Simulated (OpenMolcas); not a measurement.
# Re⁴⁺: from CASSCF to CASPT2

- Program: OpenMolcas
- Basis: ANO-RCC-VTZP [8s7p5d3f2g1h]
- Scalar Hamiltonian: DKH2, point nucleus
- Active space: 3 electrons in 5 orbitals (5d)
- State averaging: 2S+1 = 4 even, 10 roots; 2S+1 = 2 even, 40 roots kept (CI in the orbitals of an earlier block)
- Spin-orbit coupling: state interaction with AMFI integrals over the reference wave functions, term energies averaged over their components

Methods on the same reference wave functions:
A. CASSCF
B. SS-CASPT2, IPEA 0.25 Eh, imaginary shift 0.1 Eh (closed shells correlated: 5s 5p)
C. MS-CASPT2, IPEA 0.25 Eh, imaginary shift 0.1 Eh (closed shells correlated: 5s 5p)

Energies in cm-1 above 5d3 4F 3/2, the measured ground level; measured values from the list in Brasseur, Gamrath and Quinet, At. Data Nucl. Data Tables 157, 101636 (2024).

| Level | A | B | C | Measured |
| --- | --- | --- | --- | --- |
| 5d3 4F 3/2 | 0.0 | 0.0 | 0.0 | 0.0 |
| 5d3 4F 5/2 | 4584 | 4880 | 4920 | 4853 |
| 5d3 4F 7/2 | 8870 | 9070 | 9110 | 8973 |
| 5d3 4F 9/2 [65 %] | 12321 | 12070 | 12150 | 11914 |
| 5d3 4P 1/2 [67 %] | 17058 | 15420 | 14930 | 14325 |
| 5d3 2G 7/2 | 21260 | 19580 | 19620 | 19013 |
| 5d3 2H 9/2 [56 %] | 21905 | 20380 | 20700 | 19967 |
| 5d3 4P 5/2 | 23142 | 21550 | 21570 | 20922 |
| 5d3 2P 1/2 [67 %] | 27985 | 25830 | 24610 | 23669 |
| 5d3 2H 11/2 | 29795 | 27610 | 28140 | 27077 |
| 5d3 2D 5/2(1) | 32771 | 29770 | 29920 | 28739 |
| 5d3 2G 9/2 [55 %] | 32843 | 31040 | 31260 |  |
| 5d3 2P 3/2 [55 %] | 37405 | 34890 | 33860 |  |
| 5d3 2F 5/2 | 40376 | 35870 | 35940 | 34162 |
| 5d3 2F 7/2 | 40479 | 36190 | 36240 | 34625 |
| 5d3 2D 5/2(2) | 60729 | 54880 | 54830 | 52467 |
| 5d3 2D 3/2(2) | 60742 | 54640 | 54780 |  |

Deviations, from unrounded energies. A percentage is the sum of absolute deviations over the sum of measured energies, with the sign that they share, or ± where signs differ.

```csv
Against measurement,Levels,A,B,C
mean absolute deviation (cm-1),13,3200,950,920
fine structure of the ground term (%),3,±3.0,+1.1,+1.7
other terms of the ground configuration (%),10,+14.7,+4.4,+4.2
```

B, C lie about equally close to measurement and A furthest from it. The largest miss of C in the table is 5d3 2D 5/2(2), by +2400 cm-1. The ranking rests on the paired levels alone, and a cruder setting can come out closer through cancelling errors.

Between B and C the level of the table that moves most is 5d3 2P 1/2 [67 %], by 1200 cm-1 (lowest in C, highest in B). Moves below CASPT2's spread within the term are not significant.

The mean deviations of B to C differ by less than CASPT2's widest spread within a term (810 cm-1), so their order carries little weight.

From A to B the spin-free energies of the other terms of 5d3 shown, above 4F, scale by factors of 0.82 to 0.86, as is usual when dynamic correlation screens the repulsion within a d or f shell.

The lowest spin-free term lies below A's lowest term by 0.246 hartree in B, 0.246 hartree in C.

CASPT2 breaks the degeneracy within a term, and the mean is taken; among the terms shown or strongly mixed into the levels shown the widest spread is 810 cm-1 (5d3 2H, B). Terms from blocks run as CI alone lack orbitals of their own. Without dynamic correlation excited terms often stand tens of per cent too high (terms of higher spin than the ground term too low), and those without a measured partner can miss by more than the paired ones (holds for A). The CASPT2 spread within a term exceeds the gap to the next term for 5d3 2P and 5d3 2H, so the order of their levels is uncertain (holds for B). Measured partners are found by configuration, term and J. A level has none where our copy of the source lacks it or the pairing is in doubt (some pairs that miss far off the trend of their configuration count as doubtful), and it then counts in no deviation. Levels of configurations outside the active space are missing. The table leaves out levels that lie high or whose names do not pair safely across all columns.

A share in square brackets marks a mixed level and gives the weight of the term that names it, the lowest over the columns. A number in round brackets counts repeated terms of one configuration in the order of the reference energies.
